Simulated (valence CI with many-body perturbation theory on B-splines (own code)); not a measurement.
## Os XXXV in brief

Method: valence CI with perturbative core correlation (CI+MBPT): six valence electrons over a frozen Dirac-Fock core [Kr], a basis of 7 s, 7 p, 8 d, 6 f, 4 g, 1 h functions for each j, with the one-electron correlation potential Σ1 (screened to all orders), the two-electron term Σ2, the three-electron term Σ3, Breit, model QED; selected single and double excitations, second order for the rest, scaled by the run's own slope (own B-spline code, finite nucleus).

No measured spectrum was set against this ion. As an estimate, large intervals hold to a few tenths of a per cent, small ones and those within an open d or f shell to about a per cent. Core correlation moves these levels by up to 8300 cm⁻¹, and in measured spectra 5 to 20 % of such shifts remained as error; rates that hang on mixing are uncertain with them. Among the levels kept, up to 740 cm⁻¹ of a level comes from second order outside the variational space, and about a tenth of that is noise between levels of different J, which matters for small intervals. Only levels of the ground parity were solved; by the run's estimate the other parity begins above the list, which can be wrong where configurations are misplaced.

Levels are named by their leading jj configuration (3d3/2^4 stands for four electrons in 3d with j = 3/2), which in mixed levels can hold well under half, so a name can repeat and another be missing.

Rates and lifetimes use the calculated energies. Strong lines usually hold to 10 to 20 %, long lifetimes can be off by a factor of two.

Problem. What is the ground level?

Solution. (4d3/2^4 4d5/2^2) J=4, composition 39 % 4d⁶ ³F + 35 % 4d⁶ ⁵D + 12 % 4d⁶ ¹G, g = 1.268.

Problem. What is the ionisation energy?

Solution. 1475.5 eV; NIST lists 1474 ± 5 eV (theoretical).

Problem. How well does LS coupling describe the low levels?

Solution. Among the lowest 20 levels the leading LS term, summed over configurations, holds 50 % on average. For single configurations the figures are 50 % in LS and 94 % in jj coupling. Terms mix most in the J = 3 level at 40.314 eV, where the leading one holds 27 %.

Problem. Name the longest-lived excited levels whose lifetime is computed, and their main decay.

Solution. (4d3/2^4 4d5/2^2) J=2 at 2.767 eV lives 293 s, mostly by E2 to (4d3/2^4 4d5/2^2) J=4; (4d3/2^4 4d5/2^2) J=0 at 9.195 eV lives 1.25 s, mostly by E2 to (4d3/2^4 4d5/2^2) J=2; (4d3/2^3 4d5/2^3) J=6 at 21.379 eV lives 496 ms, mostly by E2 to (4d3/2^4 4d5/2^2) J=4.
